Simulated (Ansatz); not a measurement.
CH7BSSi can be A, `B[SiH2]CS`, or B, `BC[SiH2]S`.

Program: Ansatz. Geometries: PBE0-D4/def2-TZVP. ΔE: electronic, gas phase. CCSD(T)/CBS is the MP2 limit (def2-TZVPP, def2-QZVPP) plus CCSD(T) − MP2 in def2-TZVPP, frozen cores. DFT in def2-TZVPP. B3LYP here is the variant with VWN-RPA as its local correlation; programs differ in this. One conformer a species, not always the lowest.

Which isomer does CCSD(T)/CBS put lower? Give the gap. (An estimate is asked.)

The calculation gave: B, by 39.1 kcal/mol.

Give E(B) − E(A) in kcal/mol with B3LYP, B3LYP-D4, CCSD/def2-TZVPP, PBE0-D4, CCSD(T)/def2-TZVPP, HF/def2-TZVPP, ωB97M-V. (Best estimate.)

Ansatz gave: B3LYP -38.5, B3LYP-D4 -38.8, CCSD/def2-TZVPP -38.5, PBE0-D4 -39.0, CCSD(T)/def2-TZVPP -38.8, HF/def2-TZVPP -38.5, ωB97M-V -40.1. None reverses the order clearly.

Does the order hold for the free energy at 298.15 K (harmonic terms from PBE0-D4)? (Estimate.)

Ansatz gave: Yes: G(B) − G(A) = -37.7 kcal/mol, for one conformer each. Modes under 60 cm⁻¹, often nearly free rotors, make the harmonic entropy too high.

Largest T1 diagnostic: 0.011.

Leaving LDA and LC-ωPBE aside and taking each functional with its dispersion term where it has one, the values, not all of them listed here, spread over 2.8 kcal/mol, from r2SCAN0-D4 to revPBE-D4. LDA lies −1.4 kcal/mol from PBE without D4. From BLYP to BHLYP (50 % exact exchange), in def2-TZVPP and without D4, E(B) − E(A) moves by −1.6 kcal/mol.
